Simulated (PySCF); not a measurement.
2-methylidenefuran-3-one (C5H4O2), SMILES C=C1OC=CC1=O.

The structure is a stationary point at B3LYP-D3(BJ)/def2-SVP.

Level of theory: PBE0/def2-TZVP (PySCF).

Symmetry labels are those of the subgroup Cs that the program uses (full group Cs).

Question: List the valence orbital energies around the gap with their symmetry. (An estimate is asked for; the answer gives what the named calculation found.)

Answer: 
| orbital | symmetry | energy (eV) |
|---|---|---|
| HOMO−7 | A' | -12.67 |
| HOMO−6 | A' | -12.08 |
| HOMO−5 | A' | -11.78 |
| HOMO−4 | A' | -11.40 |
| HOMO−3 | A" | -11.05 |
| HOMO−2 | A" | -8.62 |
| HOMO−1 | A' | -7.48 |
| HOMO | A" | -7.28 |
| LUMO | A" | -2.29 |
| LUMO+1 | A" | 0.47 |
| LUMO+2 | A' | 1.83 |
| LUMO+3 | A' | 2.11 |
